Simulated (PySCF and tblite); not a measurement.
Values are calculated unless marked as measured or tabulated.
System: C₅H₈BF₂N, numbered as in [F:1][B:2]([F:3])[C@H:4]1[CH2:5][CH2:6][CH:7]=[N:8][CH2:9]1.

Motion: inversion of the 6-membered ring (4–5–6–7–8–9). GFN2-xTB gives an electronic barrier of 4.1 kcal/mol and a reaction energy of 0.0 kcal/mol.

**Question.** What does PBE0/pcSseg-1 + D3(BJ), IEF-PCM dimethylsulfoxide give on GFN2-xTB geometries?

**Answer.** A barrier of 4.6 kcal/mol, 0.5 above the tight-binding barrier (from unrounded values), a reaction energy of 0.0 kcal/mol and, with GFN2-xTB thermal terms, ΔG‡(298 K) = 4.9 kcal/mol and k = 1.6×10⁹ s⁻¹ (1 equivalent path).

Programs: tblite and PySCF.
